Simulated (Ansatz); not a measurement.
Total energies of GaH3S3, SMILES `[SH][Ga]([SH])[SH]`.

Cartesian coordinates in Å:
```
S -1.8829 0.2517 -0.1203
Ga 0.2867 -0.0972 -0.1819
S 1.6133 0.1991 1.5419
S 1.2098 -0.7742 -2.0522
H -1.8902 0.6258 1.1694
H 0.6207 0.5831 2.3609
H 0.0427 -0.7883 -2.7177
```

Charge 0, multiplicity 1. Correlated methods include outer-core shells of Ga, which these sets cover unevenly. Scalar relativity is left out up to krypton. Geometry: relaxed with PBE0-D4/def2-TZVP. It is one conformer, not always the lowest. Basis def2-TZVPP, Ansatz 0.2.0.

RPA on PBE orbitals: Hartree–Fock energy of these orbitals -3117.68440 Eh, correlation -1.24156 Eh (frozen core).

| functional | energy without D4 (Eh) | D4 term (kJ/mol) |
| --- | --- | --- |
| PBE0 | -3120.72581 | -19.6 |
| r2SCAN0 | -3121.26622 | -6.5 |

**Question.** Give the same for LDA (SPW92), PBE, revPBE, BLYP, r2SCAN, B97M-V, B3LYP, r2SCANh, HSE06 (plane-wave form), BHLYP, CAM-B3LYP, LC-ωPBE, ωB97X-V, ωB97M-V, B2PLYP, PBE-QIDH. (An estimate is asked.)

**Answer.** The calculation gave: 
| functional | energy without D4 (Eh) | D4 term (kJ/mol) |
| --- | --- | --- |
| LDA (SPW92) | -3114.24205 | – |
| PBE | -3120.58708 | -22.6 |
| revPBE | -3121.03483 | -51.6 |
| BLYP | -3121.45058 | -47.0 |
| r2SCAN | -3121.30560 | -5.2 |
| B97M-V | -3120.72233 | – |
| B3LYP | -3121.49597 | -37.1 |
| r2SCANh | -3121.28921 | -5.8 |
| HSE06 (plane-wave form) | -3120.70328 | -18.8 |
| BHLYP | -3121.36048 | -34.8 |
| CAM-B3LYP | -3121.53977 | -20.8 |
| LC-ωPBE | -3120.79892 | – |
| ωB97X-V | -3121.03485 | – |
| ωB97M-V | -3121.22176 | – |
| B2PLYP | -3120.64806 | – |
| PBE-QIDH | -3120.13414 | – |

B3LYP takes the VWN-RPA correlation (the form of Gaussian; ORCA's B3LYP/G). HSE06 is the plane-wave form, built on full-range PBE exchange. The double hybrids freeze the cores in their second-order part.

LC-ωPBE has ω = 0.4 bohr⁻¹.
